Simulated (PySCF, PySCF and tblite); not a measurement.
One step of a conformer study of C₆H₁₂Se, numbered as in [CH3:1][C@H:2]1[CH2:3][CH2:4][C@H:5]([CH3:6])[Se:7]1: PySCF, B3LYP/6-31G* H:pcJ-1 indirect spin-spin coupling, non-relativistic, gas phase; conformer with 5-ring twist (ring torsions 54, -39, 14, 14, -39°).

The 5-ring runs over atoms 2–3–4–5–7.

Input:

```
{"job": {"xc": "B3LYP", "basis": {"default": "6-31G*", "H": "pcJ-1"}, "nuclei": ["H", "F", "P", "Si", "B"], "kind": "j"}, "charge": 0, "multiplicity": 1}
C      2.522598    -0.091657     0.266025
C      1.316289    -0.113758    -0.657081
C      0.236828    -1.102536    -0.230584
C     -0.617103    -0.458260     0.857029
C     -1.130787     0.883928     0.347633
C     -2.359055     0.770002    -0.539045
Se     0.403954     1.666178    -0.668229
H      3.227866     0.673122    -0.053617
H      2.227059     0.124733     1.289946
H      3.026424    -1.057300     0.245426
H      1.643161    -0.302558    -1.683250
H      0.696253    -2.024618     0.130420
H     -0.393250    -1.351839    -1.086747
H     -1.456763    -1.102186     1.125100
H     -0.009423    -0.304893     1.751122
H     -1.338092     1.568115     1.174864
H     -3.195166     0.366533     0.030939
H     -2.641682     1.749480    -0.920054
H     -2.168916     0.116763    -1.387360
```

Launched as:

```sh
OMP_NUM_THREADS=1 python ens_run.py task.json out
```

Question: About how long does this step take on 1 thread of Arm Neoverse V2, shared host (rough)?

Answer: About 49 s, peak memory 1.1 GiB, launched as `OMP_NUM_THREADS=1 python ens_run.py task.json out`, with 236 basis functions.

Output (atoms count from 0 there):

```
coarse grid: 68080 points
cycle   1  E = -2637.1193280870  dE = -2.870e-01  |g| = 4.693e-01  |ddm| = 3.636e+00
cycle   2  E = -2637.1025761278  dE =  1.675e-02  |g| = 5.355e-01  |ddm| = 9.871e-01
cycle   3  E = -2637.1775793272  dE = -7.500e-02  |g| = 7.736e-02  |ddm| = 5.570e-01
cycle   4  E = -2637.1790241339  dE = -1.445e-03  |g| = 3.560e-02  |ddm| = 1.487e-01
cycle   5  E = -2637.1793506077  dE = -3.265e-04  |g| = 7.071e-03  |ddm| = 4.015e-02
cycle   6  E = -2637.1793579777  dE = -7.370e-06  |g| = 1.000e-03  |ddm| = 5.639e-03
final grid: 144792 points
cycle   7  E = -2637.1794440220  dE = -1.959e-07  |g| = 1.064e-03  |ddm| = 4.261e-03
cycle   8  E = -2637.1794438302  dE =  1.919e-07  |g| = 1.370e-03  |ddm| = 3.088e-03
cycle   9  E = -2637.1794443483  dE = -5.181e-07  |g| = 1.505e-04  |ddm| = 1.724e-03
cycle  10  E = -2637.1794443526  dE = -4.298e-09  |g| = 3.660e-05  |ddm| = 1.631e-04
cycle  11  E = -2637.1794443530  dE = -3.547e-10  |g| = 5.177e-06  |ddm| = 4.287e-05
converged SCF energy = -2637.1794443530

Indirect spin-spin couplings (Hz)
  i      j    bonds     total        FC       PSO       DSO        SD
  7 H    8 H    2    -14.013   -14.040     1.966    -1.939         -
  7 H    9 H    2    -13.730   -13.558     2.094    -2.266         -
  7 H   10 H    3      4.769     4.304     0.215     0.250         -
  7 H   12 H    4      1.114     1.573     1.161    -1.619         -
  7 H   13 H    5     -0.505    -0.024     1.009    -1.490         -
  7 H   14 H    5     -0.179    -0.098     0.436    -0.517         -
  7 H   15 H    5     -0.612     0.004     0.493    -1.108         -
  7 H   16 H    6     -0.444     0.077     0.692    -1.213         -
  7 H   17 H    6     -0.646     0.094     0.537    -1.278         -
  7 H   18 H    6     -0.577    -0.001     0.540    -1.116         -
  8 H    9 H    2    -12.916   -12.768     1.988    -2.136         -
  8 H   10 H    3     14.921    15.501     1.779    -2.358         -
  8 H   12 H    4     -0.876    -0.474     1.133    -1.535         -
  8 H   13 H    5     -0.159    -0.090     0.487    -0.557         -
  8 H   14 H    5      0.970    -0.265    -2.115     3.350         -
  8 H   16 H    6     -0.293    -0.011     0.491    -0.773         -
  8 H   17 H    6     -0.577    -0.001     0.540    -1.117         -
  8 H   18 H    6     -0.398     0.023     0.526    -0.948         -
  9 H   10 H    3      3.643     3.316     0.285     0.042         -
  9 H   11 H    4      0.423    -0.203    -1.034     1.660         -
  9 H   12 H    4     -0.323    -0.125     0.756    -0.954         -
  9 H   13 H    5     -0.214     0.007     0.675    -0.895         -
  9 H   14 H    5      0.193     0.053     0.023     0.117         -
  9 H   15 H    5     -0.318     0.137     0.737    -1.192         -
  9 H   17 H    6     -0.444     0.077     0.692    -1.213         -
  9 H   18 H    6     -0.293    -0.011     0.491    -0.772         -
 10 H   11 H    3      0.931     0.836     0.651    -0.556         -
 10 H   12 H    3      8.602     7.887    -0.340     1.056         -
 10 H   13 H    4     -0.236     0.183     1.193    -1.612         -
 10 H   14 H    4     -1.043    -0.554     1.151    -1.640         -
 10 H   15 H    4     -1.686    -0.484     1.165    -2.367         -
 10 H   16 H    5     -0.318     0.136     0.737    -1.191         -
 10 H   17 H    5     -0.610     0.004     0.492    -1.106         -
 11 H   12 H    2    -13.151   -13.202     1.676    -1.625         -
 11 H   13 H    3      1.753     1.657     0.281    -0.185         -
 11 H   14 H    3      5.453     5.159     0.035     0.260         -
 11 H   15 H    4     -0.242     0.177     1.193    -1.612         -
 11 H   16 H    5     -0.213     0.007     0.675    -0.895         -
 11 H   17 H    5     -0.504    -0.023     1.009    -1.490         -
 11 H   18 H    5     -0.157    -0.087     0.487    -0.557         -
 12 H   13 H    3      5.445     5.151     0.036     0.257         -
 12 H   14 H    3     14.944    15.544     1.744    -2.344         -
 12 H   15 H    4     -1.045    -0.556     1.151    -1.640         -
 12 H   16 H    5      0.193     0.053     0.023     0.117         -
 12 H   17 H    5     -0.176    -0.095     0.436    -0.517         -
 12 H   18 H    5      0.976    -0.258    -2.114     3.348         -
 13 H   14 H    2    -13.125   -13.174     1.677    -1.627         -
 13 H   15 H    3      0.936     0.839     0.650    -0.553         -
 13 H   16 H    4      0.426    -0.200    -1.035     1.661         -
 14 H   15 H    3      8.594     7.878    -0.339     1.055         -
 14 H   16 H    4     -0.321    -0.122     0.757    -0.955         -
 14 H   17 H    4      1.122     1.581     1.161    -1.620         -
 14 H   18 H    4     -0.875    -0.472     1.133    -1.535         -
 15 H   16 H    3      3.646     3.317     0.284     0.044         -
 15 H   17 H    3      4.761     4.297     0.216     0.248         -
 15 H   18 H    3     14.911    15.490     1.779    -2.359         -
 16 H   17 H    2    -13.755   -13.585     2.093    -2.264         -
 16 H   18 H    2    -12.918   -12.770     1.988    -2.136         -
 17 H   18 H    2    -14.007   -14.034     1.967    -1.940         -
```
